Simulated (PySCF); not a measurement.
## Working out the ionisation energy of I

I [Kr] 4d10 5s2 5p5 (2P) → I⁺ [Kr] 4d10 5s2 5p4 (3P). Computed with PySCF 2.14 in cc-pVDZ-PP with ECP28MDF, with a scalar-relativistic core potential. Frozen: 4s2 4p6 4d10. Energies in hartree (1 hartree = 27.21139 eV):

```csv
part,I (lower),I⁺ (upper)
UHF,-294.652761,-294.300317
CCSD correlation,-0.089779,-0.073482
(T),-0.000735,-0.000680
```

Task: What does Hartree-Fock give?

Result: (-294.300317) − (-294.652761) = 0.352444 hartree = 9.590 eV.

Task: What do CCSD and CCSD(T) give?

Result: The CCSD correlation energies differ by 0.016297 hartree = 0.443 eV and the triples by 0.000055 hartree = 0.001 eV, so CCSD gives 10.033 eV and CCSD(T) 10.034 eV.

Measured between the centres of the two terms (NIST): 10.519 eV, so CCSD(T) (valence) is off by -0.485 eV.

A double-zeta basis recovers only part of the correlation energy.

What remains against the reference includes basis incompleteness, the frozen core and higher excitations.
